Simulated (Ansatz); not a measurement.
Mulliken charges of SSn (`[S][Sn]`) from PBE/def2-TZVPP in Ansatz (PBE0-D4/def2-TZVP geometry).

```csv
atom,x (Å),y (Å),z (Å),charge (e)
S1,0.000,0.000,0.003,-0.447
Sn2,0.000,0.000,2.206,0.447
```

Q: By hand: the dipole of these point charges (1 e Å = 4.8032 D).

A: Σ q r = (0.000, 0.000, 0.985) e Å, of length 0.985 e Å = 4.73 D.

Q: How does the dipole of the full density compare? (Estimate.)

A: Computed: (0.000, 0.000, 0.641) e Å, 3.08 D; the point charges give 1.54 times that, at 0° from its direction.

Point charges leave out the atoms' own dipoles, such as those of lone pairs, and Mulliken's split depends on the basis, so the two needn't agree.
